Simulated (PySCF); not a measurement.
Compound: InEt2(NH2), C₄H₁₂InN.
Bonds: In1–C2, In1–C9, In1–N16, C2–C3, C9–C10. Hydrogens: H4, H5 on C2; H6, H7, H8 on C3; H11, H12 on C9; H13, H14, H15 on C10; H17, H18 on N16.

Method used: PySCF, PBE0-D3(BJ)/def2-SVP geometry optimisation, gas phase, def2 core potentials past Kr.

(1) What internal coordinates does the optimisation give?

Answers

(1) 
```tsv
bond	length (Å)
In1–C2, In1–C9	2.176
In1–N16	2.032
C2–C3, C9–C10	1.523
C2–H4 and 3 like bonds	1.103
C3–H6 and 5 like bonds	1.103
N16–H17, N16–H18	1.013
```

Bonds in one row agree within 0.01 Å and their mean is given. A selection of angles:
```tsv
angle	degrees
C2–In1–C9	132.4
C2–In1–N16	112.3
C9–In1–N16	115.3
In1–C2–C3	113.7
In1–C2–H4	107.1
C3–C2–H4	111.0
H4–C2–H5	105.7
C2–C3–H6	112.1
H6–C3–H7	106.9
In1–C9–C10	115.4
In1–C9–H11	106.5
In1–N16–H17	125.3
In1–N16–H18	124.2
H17–N16–H18	110.5
```

Dihedral angles: C9–In1–C2–C3 -176° (antiperiplanar); C2–In1–C9–C10 29° (synperiplanar). The mirror-image conformer, all signs reversed, is as good.

In1 (indium bonded to 2 C and N) is planar (angles 132.4°, 115.3° and 112.3°, sum 360.0°, 0.01 Å off the plane of its three neighbours). N16 (nitrogen bonded to In and 2 H) is planar (angles 125.3°, 124.2° and 110.5°, sum 360.0°, 0.01 Å off the plane of its three neighbours).

Point group: C1 (no symmetry element, even within 0.4 Å). Not checked by PBE0-D3(BJ)/def2-SVP frequencies. One conformer, not necessarily the lowest.
